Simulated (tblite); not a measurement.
Compound: C5H8BrGeN.
SMILES with atom numbers: `[H]/[N:1]=[CH:2]\[C@H:3]1[GeH2:4][CH2:5]/[C:6]1=[CH:7]/[Br:8]` (hydrogens: H9 on N1; H10 on C2; H11 on C3; H12, H13 on Ge4; H14, H15 on C5; H16 on C7)

Computed with GFN2-xTB (tblite), gas phase: L-BFGS steps from a force-field or distance-geometry start until the largest atomic force falls under 0.01 eV/Å.

Step 69: E = -642.7616 eV
```
atom  x, y, z in Å  |  force x, y, z in eV/Å
N1     -0.8100    2.0716   -0.8664   -0.035   0.022  -0.002
C2     -0.9503    1.5690    0.2743    0.005   0.012  -0.025
C3     -0.4106    0.2768    0.7809    0.010  -0.039  -0.017
Ge4    -1.4164   -1.3231    0.0634    0.016  -0.085   0.083
C5      0.4311   -1.4579   -0.7000   -0.042   0.059   0.082
C6      0.8265   -0.2209    0.0768   -0.032  -0.001  -0.003
C7      2.0244    0.3299    0.1643   -0.021  -0.080  -0.016
Br8     2.3394    1.8637    1.2439    0.057   0.009  -0.018
H9     -0.2205    1.5321   -1.5007    0.047   0.004  -0.029
H10    -1.5721    2.1210    0.9720   -0.042   0.029   0.022
H11    -0.2626    0.3267    1.8590   -0.053   0.012   0.089
H12    -1.8936   -2.3707    1.0462    0.083   0.022  -0.027
H13    -2.5396   -1.0223   -0.8850   -0.039   0.038  -0.077
H14     1.0315   -2.3258   -0.4347    0.031  -0.033   0.008
H15     0.5070   -1.3186   -1.7772    0.013   0.022  -0.055
H16     2.9084   -0.0423   -0.3283    0.001   0.009  -0.015
```

Step 70: E = -642.7630 eV
```
atom  x, y, z in Å  |  force x, y, z in eV/Å
N1     -0.8073    2.0712   -0.8696   -0.035   0.021  -0.017
C2     -0.9518    1.5697    0.2709    0.016   0.009  -0.003
C3     -0.4114    0.2786    0.7808   -0.007  -0.043   0.003
Ge4    -1.4163   -1.3242    0.0661    0.019  -0.070   0.069
C5      0.4294   -1.4549   -0.7011   -0.029   0.041   0.049
C6      0.8261   -0.2206    0.0784   -0.038   0.005  -0.006
C7      2.0253    0.3264    0.1665   -0.004  -0.045  -0.002
Br8     2.3441    1.8590    1.2491    0.052  -0.002  -0.024
H9     -0.2159    1.5309   -1.5018    0.043   0.009  -0.022
H10    -1.5751    2.1231    0.9668   -0.035   0.017   0.009
H11    -0.2683    0.3296    1.8602   -0.040   0.016   0.066
H12    -1.8863   -2.3744    1.0476    0.078   0.014  -0.011
H13    -2.5441   -1.0281   -0.8785   -0.036   0.039  -0.078
H14     1.0330   -2.3226   -0.4403    0.017  -0.024  -0.005
H15     0.5016   -1.3110   -1.7793    0.014   0.013  -0.018
H16     2.9096   -0.0438   -0.3276   -0.013   0.001  -0.010
```

Step 71: E = -642.7656 eV
```
atom  x, y, z in Å  |  force x, y, z in eV/Å
N1     -0.7965    2.0685   -0.8825   -0.015  -0.022  -0.016
C2     -0.9560    1.5732    0.2592    0.035   0.010   0.011
C3     -0.4158    0.2851    0.7816   -0.050  -0.024   0.043
Ge4    -1.4170   -1.3271    0.0769   -0.007  -0.028  -0.020
C5      0.4217   -1.4410   -0.7083    0.009  -0.017   0.008
C6      0.8232   -0.2172    0.0828    0.010   0.033  -0.003
C7      2.0299    0.3145    0.1766   -0.036   0.035   0.029
Br8     2.3632    1.8409    1.2696    0.033  -0.038  -0.040
H9     -0.1965    1.5228   -1.5043    0.003   0.047   0.019
H10    -1.5869    2.1324    0.9471    0.001  -0.029  -0.038
H11    -0.2890    0.3396    1.8644    0.007   0.029   0.005
H12    -1.8550   -2.3876    1.0576    0.062  -0.002   0.025
H13    -2.5647   -1.0539   -0.8584    0.017   0.032  -0.035
H14     1.0363   -2.3077   -0.4641   -0.023  -0.005  -0.033
H15     0.4811   -1.2828   -1.7873    0.015   0.007   0.043
H16     2.9144   -0.0505   -0.3226   -0.063  -0.027   0.004
```

Step 72: E = -642.7662 eV
```
atom  x, y, z in Å  |  force x, y, z in eV/Å
N1     -0.7967    2.0683   -0.8827   -0.008  -0.016  -0.016
C2     -0.9560    1.5738    0.2592    0.020  -0.004   0.022
C3     -0.4165    0.2854    0.7828   -0.044  -0.014   0.036
Ge4    -1.4171   -1.3275    0.0777   -0.003  -0.009  -0.030
C5      0.4207   -1.4403   -0.7067    0.010  -0.016  -0.020
C6      0.8228   -0.2168    0.0838   -0.009   0.027   0.008
C7      2.0299    0.3131    0.1762   -0.023   0.046   0.028
Br8     2.3657    1.8396    1.2673    0.036  -0.026  -0.030
H9     -0.1951    1.5231   -1.5034    0.003   0.044   0.014
H10    -1.5886    2.1325    0.9461    0.005  -0.030  -0.039
H11    -0.2917    0.3408    1.8659    0.015   0.027   0.000
H12    -1.8515   -2.3901    1.0556    0.050  -0.011   0.037
H13    -2.5626   -1.0534   -0.8601    0.014   0.029  -0.030
H14     1.0361   -2.3060   -0.4629   -0.017  -0.017  -0.034
H15     0.4795   -1.2813   -1.7859    0.018   0.003   0.053
H16     2.9136   -0.0520   -0.3244   -0.066  -0.031   0.005
```

Q: Estimate the geometry and energy of step 73. (The exact step hangs on the optimiser's Hessian estimate; all steps are aligned on step 72, rigid shifts and turns removed.)

A: E = -642.7679 eV, largest force 0.080 eV/Å
```
atom  x, y, z in Å  |  force x, y, z in eV/Å
N1     -0.7937    2.0593   -0.8944    0.009  -0.008   0.020
C2     -0.9585    1.5737    0.2509   -0.023  -0.043  -0.001
C3     -0.4191    0.2892    0.7869   -0.016   0.020   0.011
Ge4    -1.4169   -1.3298    0.0860    0.002   0.043  -0.058
C5      0.4146   -1.4295   -0.7104    0.038  -0.023  -0.051
C6      0.8212   -0.2125    0.0872   -0.045  -0.011   0.038
C7      2.0324    0.3065    0.1844   -0.027   0.039   0.011
Br8     2.3783    1.8233    1.2804    0.046   0.016   0.002
H9     -0.1797    1.5144   -1.5029   -0.004   0.041   0.004
H10    -1.6044    2.1308    0.9271    0.018  -0.027  -0.042
H11    -0.2972    0.3559    1.8699    0.027   0.013  -0.012
H12    -1.8279   -2.4000    1.0621    0.029  -0.025   0.057
H13    -2.5695   -1.0593   -0.8471    0.029   0.017  -0.004
H14     1.0373   -2.2952   -0.4839   -0.029  -0.009  -0.040
H15     0.4626   -1.2554   -1.7884    0.018  -0.011   0.060
H16     2.9130   -0.0623   -0.3194   -0.072  -0.033   0.007
```

The energy changes by -0.0018 eV. The first-order estimate −F·Δx gives -0.0025 eV and the mean of the old and new forces, exact on a quadratic surface, -0.0017 eV. The step makes an angle of 79° with the force vector and moves no atom by more than 0.031 Å.

What follows is the cost of the whole relaxation. Time: 1.9 s of wall time. Hardware: one thread, Arm Neoverse N1 (aarch64), no GPU, shared host with 64 logical CPUs at a one-minute load of 61.
